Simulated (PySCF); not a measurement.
Computed shifts of a molecule C₂H₇BFN, PBE/pcSseg-1 (PySCF), GIAO, gas phase, atoms alike by connectivity averaged where their shifts nearly agree, in ppm (number of nuclei): ¹H: 4.67 (1), 3.03 (6). ¹⁹F: -127.7 (1). ¹⁵N: 117.2 (1). ¹³C: 42.9 (1), 37.8 (1). References: ¹¹B against BF3 (σ = 83.9 ppm); ¹H against TMS (σ = 31.49 ppm); ¹⁹F against CFCl3 (σ = 133.6 ppm); ¹⁵N against NH3 (σ = 267.0 ppm); ¹³C against TMS (σ = 182.0 ppm), references at their B3LYP-D3(BJ)/def2-TZVP geometries, non-relativistic. Geometry: B3LYP-D3(BJ)/def2-SVP. One conformer was computed; it need not be the lowest.

**Question.** Pick the molecule that these values belong to.
A. CN(C)BF
B. CB(N)CF
C. CCB(N)F
D. CNB(C)F

**Answer.** A, CN(C)BF
